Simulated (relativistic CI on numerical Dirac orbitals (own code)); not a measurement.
# Ni³⁺ in a cubic cluster: 2p photoemission with charge transfer

Computed with a charge-transfer multiplet model of a cubic metal-ligand cluster with up to 3 ligand holes, Slater and spin-orbit integrals from Dirac-Coulomb-Breit ions, Slater integrals scaled by 0.7. The ground state mixes d7 with configurations of k ligand holes L, whose averages lie at kΔ + k(k − 1)U_dd/2; a core hole lowers each added d electron by U_cd. 300 K, Lorentzian 0.6 eV and Gaussian 0.8 eV FWHM.

Atomic integrals in eV (Slater integrals scaled, ζ unscaled), ground: F2dd 9.255, F4dd 5.778, zeta_d 0.089; with the core hole: F2dd 10.444, F4dd 6.555, zeta_d 0.124, zeta_core 11.400, F2cd 6.313, G1cd 4.879, G3cd 2.777.

Cluster parameters (eV): Δ = 1.6, U_dd = 8.2, U_cd = 10.3, 10Dq = 1, 10Dq(ligand) = 1, final-state hopping factor = 0.9.

Weights, n_d and S are thermal averages at 300 K. Binding energies count from the first peak over 30 % of the highest in each spectrum, which can be another peak from case to case. The parameters are a model scan and need not match a compound or its usual spin state. Peaks in eV (height, largest 100): 0.0 (100), 9.5 (31), 17.7 (58), 27.2 (16).

Task: Which parameters give this spectrum?
A. V(eg) = 3.1 eV, V(t2g) = -1.44 eV
B. V(eg) = 2.5 eV, V(t2g) = -1.16 eV
C. V(eg) = 3.7 eV, V(t2g) = -1.72 eV
D. V(eg) = 4 eV, V(t2g) = -1.86 eV
E. V(eg) = 3.4 eV, V(t2g) = -1.58 eV

Result: E. V(eg) = 3.4 eV, V(t2g) = -1.58 eV; the ground state then has 7.68 d electrons and S = 0.51. The choice follows from running the model for each set and comparing peak positions and heights.
